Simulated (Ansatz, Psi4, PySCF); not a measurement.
C₄H₅Si (SMILES [C]1=CC=C[SiH2]1), doublet, geometry from GFN2-xTB. Base run: PySCF with PBE/STO-3G.

Geometry (Å):
```xyz
10

C      0.4459    -1.2516    -0.2502
C     -0.8543    -1.1870    -0.4764
C     -1.4504     0.1355    -0.2355
C     -0.6121     1.0931     0.1768
Si     1.1463     0.3957     0.3201
H     -1.4815    -1.9998    -0.8106
H     -2.5118     0.2725    -0.3977
H     -0.9481     2.0966     0.3814
H      2.0777     0.9864    -0.6365
H      1.6414     0.3653     1.6933
```
Charge 0, spin multiplicity 2.
Orbitals are unrestricted.
All else is at PySCF's defaults.

The same geometry, method and basis name were run in Ansatz (a quantum-chemistry and plane-wave program) and Psi4 and PySCF, at each program's defaults and at the settings that a row names. The base is PySCF at its defaults. Differences at the defaults can come from grids, fitting, cores and function types together.

```tsv
code and settings	ΔE vs base (mEh)	basis functions	E (Eh)	SCF cycles	dipole (D)
PySCF, defaults (exact integrals, its default grid, spherical functions)	0.000	34	-439.18631	13	0.97
Psi4, defaults (density fitting with its default set, its default grid, spherical functions)	-1.966	34	-439.18827	11	0.97
Ansatz, defaults (factorised integrals, its default grid, spherical functions)	-0.001	34	-439.18631	-	-
PySCF, density fitting with def2-universal-jkfit	-1.976	34	-439.18828	13	0.97
PySCF, fine grid	0.001	34	-439.18631	13	0.97
Psi4, exact integrals, spherical functions, fine grid	0.002	34	-439.18631	15	0.97
Ansatz, high accuracy	0.001	34	-439.18631	-	-
```

Open shells are given as the SCF converged; they aren't shown to be the lowest states, and a large step between rows can be another state.
